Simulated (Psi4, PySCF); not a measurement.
Input for Psi4:
```
memory 2 GB

molecule {
0 1
  N     3.11954950    0.55509879    0.02098944
  C     1.99092193    0.35426857    0.01339563
  C     0.59841258    0.10648271    0.00402633
  C    -0.29759092    1.17226289    0.09170135
  C    -1.65657157    0.92270395    0.08196575
  C    -2.12584534   -0.37827711   -0.01430344
  C    -1.23539287   -1.43730580   -0.10142392
  C     0.12626512   -1.20274894   -0.09285409
  H     0.07933305    2.18171727    0.16631022
  H    -2.35309519    1.74500709    0.14964731
  H    -3.18890940   -0.56744083   -0.02145612
  H    -1.60456936   -2.44924172   -0.17627588
  H     0.82920083   -2.02005096   -0.16019728
}

set basis sto-3g
set freeze_core true
set mp2_type conv
set scf_type pk
set puream true
set d_convergence 1e-8

energy('mp2')
print_variables()
```

Problem. Write the same job for PySCF.

Solution. Several could match; the one computed here: 
```python
from pyscf import gto, scf, mp

mol = gto.M(
    atom='''
N     3.11954950    0.55509879    0.02098944
C     1.99092193    0.35426857    0.01339563
C     0.59841258    0.10648271    0.00402633
C    -0.29759092    1.17226289    0.09170135
C    -1.65657157    0.92270395    0.08196575
C    -2.12584534   -0.37827711   -0.01430344
C    -1.23539287   -1.43730580   -0.10142392
C     0.12626512   -1.20274894   -0.09285409
H     0.07933305    2.18171727    0.16631022
H    -2.35309519    1.74500709    0.14964731
H    -3.18890940   -0.56744083   -0.02145612
H    -1.60456936   -2.44924172   -0.17627588
H     0.82920083   -2.02005096   -0.16019728
''',
    basis='sto-3g',
    verbose=4,
)

mf = scf.RHF(mol)
mf.kernel()

pt = mp.MP2(mf, frozen=8)
pt.kernel()
print('E(MP2) = %.10f' % pt.e_tot)
```

Both were run: Psi4 gave -318.929457 Eh and PySCF -318.929457 Eh, 0.000 mEh apart.
